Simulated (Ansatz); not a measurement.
Mulliken charges of CH$_{3}$BiClF (`[CH3][Bi]([F])[Cl]`) from ωB97M-V/def2-TZVPP in Ansatz (PBE0-D4/def2-TZVP geometry).

| atom | x (Å) | y (Å) | z (Å) | charge (e) |
| --- | --- | --- | --- | --- |
| C1 | -0.319 | 0.817 | 0.290 | -0.568 |
| Bi2 | 0.760 | -0.484 | -1.157 | 0.980 |
| F3 | 1.993 | -1.181 | 0.277 | -0.494 |
| Cl4 | -0.911 | -2.254 | -1.029 | -0.371 |
| H5 | -1.285 | 1.104 | -0.127 | 0.145 |
| H6 | -0.458 | 0.227 | 1.195 | 0.170 |
| H7 | 0.281 | 1.703 | 0.504 | 0.139 |

Problem. By hand: the dipole of these point charges (1 e Å = 4.8032 D).

Solution. Σ q r = (0.054, 0.917, -0.799) e Å, of length 1.217 e Å = 5.85 D.

Problem. How does the dipole of the full density compare? (Best estimate.)

Solution. The calculation gave: (0.005, 0.768, -0.457) e Å, 4.29 D; the point charges give 1.36 times that, at 11° from its direction.

Point charges leave out the atoms' own dipoles, such as those of lone pairs, and Mulliken's split depends on the basis, so the two needn't agree.
